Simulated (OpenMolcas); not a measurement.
Hf3+ (d1) among equal point charges was computed by CASSCF with the d shell active (OpenMolcas, ANO-RCC-VDZP on the metal). Its lowest spin-free states, and all those of the highest spin:

```csv
2S+1,Degeneracy,E (cm-1)
2,2,0.0
2,1,2267
2,1,14419
2,1,19797
```

Problem. Is the site octahedral, tetrahedral or cube-like, axial, or of lower symmetry?

Solution. The states with 2S+1 = 2 have orbital degeneracies 2, 1, 1, 1. There are pairs but no triples, so the site is axial: not cubic, but with a proper or improper axis of order three or more. The run had Hf3+ among 6 point charges of -1.5 e arranged as a tetragonal octahedron (D4h), 2.18 Å from the ion, with the axial distance 2.354 Å. The active orbitals were held to one l.

An orbital doublet at a regular site is open to a Jahn-Teller distortion, which this geometry leaves out. Point charges carry no covalency, so the field is a model and not that of real ligands. No measured value stands beside these numbers.
